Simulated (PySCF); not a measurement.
BeO, SMILES [Be]=[O]. Atoms are numbered in the order given.

```xyz
2

Be     0.0000     0.0000    -0.8825
O      0.0000     0.0000     0.4412
```

Geometry optimised at B3LYP-D3(BJ)/def2-TZVPD.

Computed with TDA-PBE/def2-TZVPD (PySCF).

Vertical excitations; the highest root listed may be one member of a degenerate set.  State labels are in the subgroup C2v.

Give excitation energies, oscillator strengths and character. (An estimate is asked for; the answer gives what the named calculation found.)


```tsv
state	symmetry	energy (eV)	λ (nm)	f	main pairs
S1	B1	1.44	863	0.014	HOMO−1→LUMO (degenerate set)
S2	B2	1.44	863	0.014	HOMO→LUMO (degenerate set)
S3	A1	2.67	465	0.035	HOMO−2→LUMO 93 %
S4	A2	5.56	223	0.000	HOMO−1→LUMO+2 50 %, HOMO→LUMO+1 50 %
S5	A1	5.57	223	0.000	HOMO−1→LUMO+1, HOMO→LUMO+2 (degenerate set)
S6	A2	5.57	223	0.000	HOMO→LUMO+1, HOMO−1→LUMO+2 (degenerate set)
S7	B2	6.43	193	0.036	HOMO−2→LUMO+2, HOMO→LUMO+3 (degenerate set)
S8	B1	6.43	193	0.036	HOMO−2→LUMO+1, HOMO−1→LUMO+3 (degenerate set)
S9	B1	6.56	189	0.008	HOMO−1→LUMO+3, HOMO−2→LUMO+1 (degenerate set)
S10	B2	6.56	189	0.008	HOMO→LUMO+3, HOMO−2→LUMO+2 (degenerate set)
T1	B1	1.02	1221	0	HOMO−1→LUMO (degenerate set)
T2	B2	1.02	1221	0	HOMO→LUMO (degenerate set)
T3	A1	1.68	739	0	HOMO−2→LUMO 99 %
T4	A1	4.72	263	0	HOMO−1→LUMO+1 48 %, HOMO→LUMO+2 48 %
```
Triplets are in the Tamm–Dancoff approximation.
